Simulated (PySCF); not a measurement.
# Xe: ionisation energy

Xe [Xe] (1S) → Xe⁺ [Kr] 4d10 5s2 5p5 (2P), as a difference of total energies. Computed with PySCF 2.14 in aug-cc-pVTZ-DK3, with the spin-free X2C one-electron Hamiltonian (Gaussian nucleus). Correlated levels: valence: [Kr] 4d10 frozen. The calculations carry no spin-orbit coupling.

| method | ionisation energy (eV) | plus first-order spin-orbit estimate | error of that sum (eV) |
| --- | --- | --- | --- |
| UHF | 11.468 | 11.058 | -1.072 |
| MP2 (valence) | 12.303 | 11.893 | -0.237 |
| SCS-MP2 (valence) | 12.234 | 11.824 | -0.306 |
| CCSD (valence) | 12.202 | 11.792 | -0.338 |
| CCSD(T) (valence) | 12.248 | 11.838 | -0.292 |

Reference: 12.130 eV (measured; NIST Atomic Spectra Database, ionization energies).

A first-order spin-orbit estimate (lowest level to lowest level, LS coupling) adds -0.410 eV.

Errors of the correlated levels include the incompleteness of this basis and the frozen core.
